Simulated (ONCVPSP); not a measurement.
erbium: ONCV pseudisation with PBE, scalar-relativistic reference atom.

Input for ONCVPSP 4.0.1:

```
# ATOM AND REFERENCE CONFIGURATION
# atsym  z   nc   nv     iexc    psfile
  Er 68.00    9    4        4      upf
#
#   n    l    f
    1    0    2.00
    2    0    2.00
    2    1    6.00
    3    0    2.00
    3    1    6.00
    3    2   10.00
    4    0    2.00
    4    1    6.00
    4    2   10.00
    4    3   12.00
    5    0    2.00
    5    1    6.00
    6    0    1.50
#
# PSEUDOPOTENTIAL AND OPTIMIZATION
# lmax
    3
#
#   l,   rc,      ep,       ncon, nbas, qcut
    0    2.05    0.00    4    7    5.60
    1    2.00    0.00    5    8    5.50
    2    1.95    0.20    3    7    5.40
    3    0.70    0.00    3    8   21.30
#
# LOCAL POTENTIAL
# lloc, lpopt,  rc(5),   dvloc0
    4    5    0.60   -1.00
#
# VANDERBILT-KLEINMAN-BYLANDER PROJECTORs
# l, nproj, debl
    0    2    1.10
    1    1    3.90
    2    2    3.00
    3    2    3.30
#
# MODEL CORE CHARGE
# icmod, fcfact, rcfact
    3    2.25    1.35
#
# LOG DERIVATIVE ANALYSIS
# epsh1, epsh2, depsh
   -4.00    5.00    0.02
#
# OUTPUT GRID
# rlmax, drl
    6.00    0.01
#
# TEST CONFIGURATIONS
# ncnf
    4
# nvcnf
#   n    l    f
    4
    4    3   12.00
    5    0    2.00
    5    1    6.00
    6    0    2.00
#
    4
    4    3   12.00
    5    0    2.00
    5    1    6.00
    6    0    1.00
#
    4
    4    3   12.00
    5    0    2.00
    5    1    6.00
    6    0    0.00
#
    5
    4    3   12.00
    5    0    2.00
    5    1    6.00
    6    0    1.50
    5    2    0.50
#
```

Command:

```bash
oncvpsp.x < Er.dat > Er.out
```

Output (shortened: citation, most of the input echo, consistency checks and plot data are left out):

```
ONCVPSP  (Optimized Norm-Conservinng Vanderbilt PSeudopotential)
scalar-relativistic version 4.0.1

#   n    l    f        energy (Ha)
    1    0    2.00    -2.1086853E+03
    2    0    2.00    -3.5434280E+02
    2    1    6.00    -3.1338595E+02
    3    0    2.00    -7.9483055E+01
    3    1    6.00    -6.7026669E+01
    3    2   10.00    -5.1446966E+01
    4    0    2.00    -1.5770113E+01
    4    1    6.00    -1.1674555E+01
    4    2   10.00    -6.1913736E+00
    4    3   12.00    -2.3040288E-01
    5    0    2.00    -2.0222111E+00
    5    1    6.00    -1.0858048E+00
    6    0    1.50    -2.3357184E-01

Reference configufation results
  iterations    36
  all-electron total energy (Ha)   -1.30862758D+04

Begin loop to  construct optimized pseudo wave functions
and semi-local pseudopoentials for all angular momenta

Calculating optimized projector #   1

 for l=   0

    Fraction of norm inside rc  0.953161
    Optimizing pswf for qcut=   5.60 a_B^-1,  ecut=  15.67 Ha
    Residual kinetic energy error=  1.41D-05 Ha

    Energy error per electron        Cutoff
         Ha          eV             Ha
         0.01000     0.27211        8.05
         0.00100     0.02721       11.42
         0.00010     0.00272       13.72
         0.00001     0.00027       18.04

Calculating optimized projector #   2

 for l=   0

    Fraction of norm inside rc  0.059416
    Optimizing pswf for qcut=   5.60 a_B^-1,  ecut=  15.67 Ha
    Residual kinetic energy error=  1.78D-05 Ha

    Energy error per electron        Cutoff
         Ha          eV             Ha
         0.01000     0.27211        3.36
         0.00100     0.02721       10.55
         0.00010     0.00272       13.57
         0.00001     0.00027       17.90

Calculating optimized projector #   1

 for l=   1

    Fraction of norm inside rc  0.838886
    Optimizing pswf for qcut=   5.50 a_B^-1,  ecut=  15.14 Ha
    Residual kinetic energy error=  4.45D-04 Ha

    Energy error per electron        Cutoff
         Ha          eV             Ha
         0.01000     0.27211        5.87
         0.00100     0.02721       12.99
         0.00010     0.00272       39.72
         0.00001     0.00027       49.77

WARNING wellstate: moderately localized bound state found for n= 5 l=  2
WARNING scattering state with energy  0.05000000
WARNING will be used for the first projector

   Wellstate for l =  2  n =  6
     eigenvalue =   0.0500
     asymptotic potential =   0.5500
     half-point radius = 14.0541

   Wellstate for l =  2  n =  7
     eigenvalue =   3.0500
     asymptotic potential =   3.5500
     half-point radius =  3.3495

Calculating optimized projector #   1

 for l=   2

    Fraction of norm inside rc  0.085864
    Optimizing pswf for qcut=   5.40 a_B^-1,  ecut=  14.58 Ha
    Residual kinetic energy error=  1.10D-06 Ha

    Energy error per electron        Cutoff
         Ha          eV             Ha
         0.01000     0.27211        5.27
         0.00100     0.02721        8.25
         0.00010     0.00272       10.76
         0.00001     0.00027       12.96

Calculating optimized projector #   2

 for l=   2

    Fraction of norm inside rc  0.127880
    Optimizing pswf for qcut=   5.40 a_B^-1,  ecut=  14.58 Ha
    Residual kinetic energy error=  1.92D-04 Ha

    Energy error per electron        Cutoff
         Ha          eV             Ha
         0.01000     0.27211        9.29
         0.00100     0.02721       12.08
         0.00010     0.00272       16.01
         0.00001     0.00027       27.48

   Wellstate for l =  3  n =  6
     eigenvalue =   3.0696
     asymptotic potential =   3.5696
     half-point radius =  2.8187

Calculating optimized projector #   1

 for l=   3

    Fraction of norm inside rc  0.506893
    Optimizing pswf for qcut=  21.28 a_B^-1,  ecut= 226.41 Ha
    Residual kinetic energy error=  1.53D-04 Ha

    Energy error per electron        Cutoff
         Ha          eV             Ha
         0.01000     0.27211      179.51
         0.00100     0.02721      203.82
         0.00010     0.00272      340.74

Calculating optimized projector #   2

 for l=   3

    Fraction of norm inside rc  0.038519
    Optimizing pswf for qcut=  21.28 a_B^-1,  ecut= 226.41 Ha
    Residual kinetic energy error=  2.32D-05 Ha

    Energy error per electron        Cutoff
         Ha          eV             Ha
         0.01000     0.27211      156.29
         0.00100     0.02721      188.84
         0.00010     0.00272      212.33
         0.00001     0.00027      266.56

Construct Vanderbilt / Kleinmman-Bylander projectors

B matrix Hermiticity error, ll=   0
   1   2    1.6167E-04

  Orthonormal projector coefficients  3.0930E+01  1.3965E+00

B matrix Hermiticity error, ll=   2
   1   2    1.1055E-04

  Orthonormal projector coefficients  1.2288E+01  7.2424E-01

B matrix Hermiticity error, ll=   3
   1   2   -7.5400E-04

  Orthonormal projector coefficients -2.5759E+01 -7.7142E+00

Model core correction analysis
  based on d2Exc/dn_idn_j

d2excae - all-electron derivatives

   -1.945052D-02   -1.205859D-02   -9.037213D-03   -1.404559D-03
   -1.205840D-02   -2.604914D-02   -2.262003D-02   -1.669835D-03
   -9.037035D-03   -2.261998D-02   -2.329392D-02   -3.253750D-03
   -1.404142D-03   -1.669019D-03   -3.251492D-03   -3.275793D-02

d2excps - pseudofunction derivatives with no core correction

   -3.943252D-02   -1.918204D-02   -1.160514D-02   -1.965343D-03
   -1.918206D-02   -2.424698D-02   -2.180222D-02   -1.637163D-03
   -1.160501D-02   -2.180210D-02   -2.344861D-02   -3.240575D-03
   -1.964946D-03   -1.636362D-03   -3.238316D-03   -3.275894D-02

rms 2nd derivative error    5.696490E-03

rmatch, rhocmatch    0.7920   22.8686

Teter function model core charge with specified parameters

d2excps - pseudofunction derivatives with core correction

   -3.243543D-02   -1.644911D-02   -1.058699D-02   -1.735548D-03
   -1.644903D-02   -2.275786D-02   -2.094513D-02   -1.520463D-03
   -1.058683D-02   -2.094498D-02   -2.299521D-02   -3.171970D-03
   -1.735137D-03   -1.519640D-03   -3.169711D-03   -3.274920D-02

rms 2nd derivative error    3.781334E-03

Pseudoatom total energy -193.476625

Diagnostic tests using Vanderbilt-Kleinman-Bylander pseudopotentials
  1 or more projectors used as specified by nproj input data

   l    rcore       rmatch      e in        delta e   norm test  slope test

   0   2.0503532   2.1126064  -2.0222111   0.0000010   1.0001435   1.0001358
   0   2.0503532   2.1126064  -0.2335718   0.0000017   1.0000273   1.0000231

   1   2.0018741   2.0626553  -1.0858048  -0.0000025   0.9999967   1.0000035

   2   1.9545412   2.0138853   0.0500000  -0.0000005   1.0000244   1.0000244
   2   1.9545412   2.0138853   3.0500000   0.0000651   1.0001660   1.0001660

   3   0.7027326   0.7240691  -0.2304029   0.0001359   1.0003710   0.9998335
   3   0.7027326   0.7240691   3.0695971  -0.0002636   1.0009653   1.0009653

 Testing for bound ghosts
   n   l    E NL Schr. Eq   E Basis Diag.   E Cutoff

       0                      -30.938170     45.31  WARNING - GHOST(-)
   1   0       -2.022210       -2.022178     45.31
   2   0       -0.233570       -0.199296     45.31

       1                      -17.005255     55.71  WARNING - GHOST(-)
   2   1       -1.085807       -1.085765     55.71

   3   2       -0.133541       -0.111474     67.40

   4   3       -0.230267       -0.165322    785.64

 Testing for highly-localized positive-energy ghosts
       l    <radius>/rc     E Basis Diag.   E Cutoff

       0        0.837213        2.517229     45.31  WARNING - GHOST(+)

       2        0.326043        1.177812     67.40  WARNING - GHOST(+)

Test configuration 0

   n   l     f        eae           eps        diff
   1   0  2.0000-2108.68533716
   2   0  2.0000 -354.34279852
   2   1  6.0000 -313.38594699
   3   0  2.0000  -79.48305463
   3   1  6.0000  -67.02666908
   3   2 10.0000  -51.44696578
   4   0  2.0000  -15.77011311
   4   1  6.0000  -11.67455530
   4   2 10.0000   -6.19137365
   4   3 12.0000   -0.23040288   -0.23026693    1.36D-04
   5   0  2.0000   -2.02221112   -2.02221013    9.90D-07
   5   1  6.0000   -1.08580479   -1.08580726   -2.46D-06
   6   0  1.5000   -0.23357184   -0.23357018    1.65D-06

    Total energies and differences
      AE_ref= -1.30862758D+04  AE_tst= -1.30862758D+04  dif=  0.00D+00
      PS_ref= -1.93476625D+02  PS_tst= -1.93476625D+02  dif= -2.84D-14
      PSP excitation error=  2.84D-14

Test configuration 1

   n   l     f        eae           eps        diff
   1   0  2.0000-2108.56997619
   2   0  2.0000 -354.22780503
   2   1  6.0000 -313.27089243
   3   0  2.0000  -79.36861949
   3   1  6.0000  -66.91222212
   3   2 10.0000  -51.33246577
   4   0  2.0000  -15.65544984
   4   1  6.0000  -11.55980146
   4   2 10.0000   -6.07649350
   4   3 12.0000   -0.11525825   -0.11503397    2.24D-04
   5   0  2.0000   -1.90586348   -1.90598007   -1.17D-04
   5   1  6.0000   -0.96958197   -0.96959511   -1.31D-05
   6   0  2.0000   -0.14079523   -0.14079981   -4.58D-06

    Total energies and differences
      AE_ref= -1.30862758D+04  AE_tst= -1.30863697D+04  dif= -9.39D-02
      PS_ref= -1.93476625D+02  PS_tst= -1.93569956D+02  dif= -9.33D-02
      PSP excitation error= -5.39D-04

Test configuration 2

   n   l     f        eae           eps        diff
   1   0  2.0000-2108.81267531
   2   0  2.0000 -354.46951302
   2   1  6.0000 -313.51273759
   3   0  2.0000  -79.60899947
   3   1  6.0000  -67.15262835
   3   2 10.0000  -51.57299506
   4   0  2.0000  -15.89635261
   4   1  6.0000  -11.80091098
   4   2 10.0000   -6.31788778
   4   3 12.0000   -0.35717250   -0.35716794    4.55D-06
   5   0  2.0000   -2.15041542   -2.15025856    1.57D-04
   5   1  6.0000   -1.21359491   -1.21356746    2.75D-05
   6   0  1.0000   -0.33288333   -0.33286671    1.66D-05

    Total energies and differences
      AE_ref= -1.30862758D+04  AE_tst= -1.30861342D+04  dif=  1.42D-01
      PS_ref= -1.93476625D+02  PS_tst= -1.93335248D+02  dif=  1.41D-01
      PSP excitation error=  2.38D-04

Test configuration 3

   n   l     f        eae           eps        diff
   1   0  2.0000-2109.09845160
   2   0  2.0000 -354.75338343
   2   1  6.0000 -313.79680787
   3   0  2.0000  -79.89071923
   3   1  6.0000  -67.43438579
   3   2 10.0000  -51.85494456
   4   0  2.0000  -16.17887930
   4   1  6.0000  -12.08374539
   4   2 10.0000   -6.60113079
   4   3 12.0000   -0.64079225   -0.64120616   -4.14D-04
   5   0  2.0000   -2.43733298   -2.43674332    5.90D-04
   5   1  6.0000   -1.49837170   -1.49821061    1.61D-04

    Total energies and differences
      AE_ref= -1.30862758D+04  AE_tst= -1.30856947D+04  dif=  5.81D-01
      PS_ref= -1.93476625D+02  PS_tst= -1.92895798D+02  dif=  5.81D-01
      PSP excitation error=  2.96D-04

Test configuration 4

   n   l     f        eae           eps        diff
   1   0  2.0000-2108.56061255
   2   0  2.0000 -354.21748799
   2   1  6.0000 -313.26059086
   3   0  2.0000  -79.35870771
   3   1  6.0000  -66.90230578
   3   2 10.0000  -51.32244828
   4   0  2.0000  -15.64524971
   4   1  6.0000  -11.54948080
   4   2 10.0000   -6.06592867
   4   3 12.0000   -0.10428907   -0.10460201   -3.13D-04
   5   0  2.0000   -1.89340040   -1.89373599   -3.36D-04
   5   1  6.0000   -0.95828202   -0.95809189    1.90D-04
   6   0  1.5000   -0.13843871   -0.13847035   -3.16D-05
   5   2  0.5000   -0.02998538   -0.02992196    6.34D-05

    Total energies and differences
      AE_ref= -1.30862758D+04  AE_tst= -1.30863160D+04  dif= -4.02D-02
      PS_ref= -1.93476625D+02  PS_tst= -1.93516000D+02  dif= -3.94D-02
      PSP excitation error= -8.42D-04
```

Note: ghosts flagged at negative energy: s at -841.9 eV, p at -462.7 eV; GHOST(+) flagged for d at 32.0 eV, s at 68.5 eV. A true bound ghost makes a file unfit for plane-wave use.

The run took about 5.9 s on one core of a shared server CPU.
